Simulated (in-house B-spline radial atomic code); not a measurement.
Configurations of Se²⁺, with energies counted from [Ar] 3d10 4s2 4p2. Level of theory: Dirac-Hartree-Fock, average of configuration, Fermi nucleus of rms radius 4.14 fm; calculated with an all-electron radial atomic-structure program (B-spline basis). Energies include first-order Breit, QED and recoil terms.

Occupations are held fixed; configurations that lie above the ionisation limit could autoionise.

| configuration | E - E(ref) (eV) | highest orbital | its <r> (bohr) |
| --- | --- | --- | --- |
| [Ar] 3d10 4s2 4p1 4f1 | 22.431 | 4f5/2 | 5.807 |
| [Ar] 3d10 4s2 4p1 5g1 | 25.299 | 5g9/2 | 9.156 |
| [Ar] 3d10 4s1 4p2 5f1 | 37.28 | 5f5/2 | 10.16 |
| [Ar] 3d10 4s1 4p2 7f1 | 39.736 | 7f5/2 | 21.99 |
| [Ar] 3d9 4s2 4p2 6g1 | 83.654 | 6g7/2 | 14.64 |
| [Ar] 3d9 4s2 4p2 7g1 | 84.557 | 7g7/2 | 21.14 |

Question: Order these further configurations by energy, lowest first.
A. [Ar] 3d10 4s2 4p1 4d1
B. [Ar] 3d10 4s1 4p2 6g1
C. [Ar] 3d10 4s2 4p1 6f1
D. [Ar] 3d10 4s2 4p1 8f1
E. [Ar] 3d9 4s2 4p2 5g1

Answer: A (15.448 eV), C (26.742 eV), D (28.26 eV), B (38.876 eV), E (82.157 eV).

Question: How far above the reference does [Ar] 3d10 4s2 4p1 6s1 lie?

Answer: 21.923 eV; its least bound orbital is 6s1/2 with <r> = 7.487 bohr.

Question: How far above the reference does [Ar] 3d10 4s2 4p1 8s1 lie?

Answer: 26.636 eV; its least bound orbital is 8s1/2 with <r> = 17.23 bohr.
